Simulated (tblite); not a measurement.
Compound: C4H12GeSi.
Cartesian coordinates in Å at the GFN2-xTB level; atoms count from 1:
```xyz
18
C4H12GeSi angstrom
Si     1.9774    0.3802    1.5307
Ge     1.3639   -1.0173   -0.2445
C     -0.4597   -0.6874   -0.9662
C     -0.7350    0.7918   -1.2823
C     -1.5302    0.8983    0.0234
C     -1.5465   -0.6312    0.1199
H      3.3266    0.0720    2.0030
H      1.9468    1.7860    1.1211
H      1.0526    0.2177    2.6546
H      1.4202   -2.4909    0.1061
H      2.3077   -0.9450   -1.4281
H     -0.6752   -1.3727   -1.7882
H     -1.3573    0.9304   -2.1663
H      0.1362    1.4437   -1.3666
H     -2.5009    1.3875   -0.0435
H     -0.9543    1.3590    0.8262
H     -1.2879   -1.0528    1.0931
H     -2.4930   -1.0630   -0.2039
```

Level: GFN2-xTB in tblite, geometry and Hessian alike; calculated harmonic values, unscaled, isolated species. This tight-binding method is rough: wavenumbers can miss measured ones by several per cent, in bad cases by 10 to 20. Modes of hydrogen on germanium and silicon can be 10 to 20 % off. One conformer, not necessarily the lowest.

Harmonic wavenumbers (cm⁻¹): 43.7, 82.5, 87.8, 109.5, 185.1, 257.5, 323.8, 365.9, 462.2, 478.1, 525.5, 631.3, 640.9, 713.7, 786.9, 793.1, 794.9, 820.7, 848.3, 873.1, 992.3, 996.0, 1032.3, 1038.9, 1059.4, 1096.7, 1173.4, 1183.6, 1219.4, 1224.9, 1247.7, 1265.7, 1267.0, 1473.7, 1482.6, 1497.0, 1859.6, 1930.3, 2242.1, 2243.6, 2261.8, 2933.5, 2951.1, 2953.6, 2982.6, 2990.0, 2993.7, 3002.5.

A = 2637, B = 1355, C = 1066 MHz; mass 161.992 u (most abundant isotopes); point group Cs, symmetry number 1.

Problem. Zero-point energy?

Solution. Half the sum of the wavenumbers: 30210 cm⁻¹ = 86.37 kcal/mol.

Problem. Give the ideal-gas entropy at 200 K and 1 bar in the rigid-rotor, harmonic-oscillator model (classical rotation).

Solution. Translation 39.20, rotation 27.63, vibration 18.08: S = 84.9 cal/(mol K).

Problem. And Cp and H(200 K) − H(0)?

Solution. Cp = 26.57 cal/(mol K), of which vibrations give 18.62 (their classical limit is 48 R = 95.4); H(200 K) − H(0) = 3.51 kcal/mol without the zero-point energy, 1.92 from vibrations.

Problem. Which modes carry the vibrational entropy at 200 K?

Solution. 43.7 cm⁻¹: 4.29; 82.5 cm⁻¹: 3.05; 87.8 cm⁻¹: 2.93; 109.5 cm⁻¹: 2.51; 185.1 cm⁻¹: 1.56; 257.5 cm⁻¹: 1.02 cal/(mol K); the other 42 give 2.70 together.

Problem. What must be added to the electronic energy to get the Gibbs energy at 200 K and 1 bar?

Solution. ZPE + [H(200 K) − H(0)] − T·S = 86.37 + 3.51 − 16.98 = 72.90 kcal/mol.

Problem. How do the functions run with temperature in this model?

Solution. 
```tsv
T (K)	S (cal/(mol K))	Cp (cal/(mol K))	H − H(0) (kcal/mol)	G − H(0) (kcal/mol)	ln q(vib)
100	70.0	17.9	1.30	-5.70	1.81
300	97.6	36.7	6.67	-22.61	6.67
500	120.7	54.6	15.88	-44.48	11.47
800	150.4	71.7	35.05	-85.31	18.48
1000	167.3	79.0	50.15	-117.12	22.87
```

q(vib) and H(0) count from the zero-point level.

Problem. Blend soft modes into free rotors: weight 1/[1 + (100 cm⁻¹/ν̃)⁴] for the oscillator and the rest for a rotor with moment μB/(μ + B), μ = h/(8π²ν), B = 10⁻⁴⁴ kg m². What vibrational entropy results?

Solution. 16.60 cal/(mol K) in place of 18.08, which changes −T·S at 200 K by +0.30 kcal/mol.

Hindered rotation and anharmonicity are outside this model. Other conformers, if any are populated, would add a mixing term that is left out.

The run took 1.1 s of wall time on an Arm Neoverse N1 with one thread, shared host. The figure is for the frequency step alone.
